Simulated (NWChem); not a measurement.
CH4BI; SMILES CBI

```xyz
7

B     -0.6411     1.4002     0.0052
H     -1.8395     1.5313    -0.0102
I      0.0256    -0.6219     0.0005
C      0.3403     2.6019     0.0032
H      0.0347     3.3330     0.7720
H      0.2099     3.1302    -0.9607
H      1.4025     2.3548     0.1268
```
Atoms are numbered in this order, from 1.

Coordinates come from a PBE0/def2-SVP optimisation. No frequency run checked for a minimum. def2 effective core potentials on I; no spin-orbit coupling.

**Question.** List the 4 lowest vertical singlet excitations from CAM-B3LYP/def2-SVPD with def2 effective core potentials on I, TDA (NWChem).

**Answer.** 
```csv
state,energy (eV),oscillator strength,leading excitation (squared amplitude)
S1,4.45,0.000,HOMO → LUMO (0.99)
S2,5.69,0.139,HOMO−1 → LUMO (0.91)
S3,5.96,0.000,HOMO−2 → LUMO (0.98)
S4,6.40,0.012,HOMO → LUMO+1 (0.61)
```
